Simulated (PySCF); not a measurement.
**EuCl at UHF-MP2**

Level: UHF-MP2. basis Eu x2c-TZVPall, Cl x2c-TZVPall; spin-free X2C with a Gaussian nucleus; PySCF 2.14.

For EuCl, the state is nonet, about 7.0 electrons in the 4f shell (Mulliken) and the bond length is 2.537 Å. The harmonic wavenumber is 300 cm⁻¹. The force constant is 1.51 mdyn/Å. The rotational constant Be is 0.09199 cm⁻¹, the anharmonicity ωexe is 0.946 cm⁻¹ and the vibration–rotation constant αe is 0.000389 cm⁻¹.

Correlated steps freeze 23 core orbitals. These are scalar-relativistic numbers at best; spin–orbit coupling would shift them, the dissociation energy most. With d or f electrons several states lie close, and the lowest PBE0 determinant need not be the measured ground state.
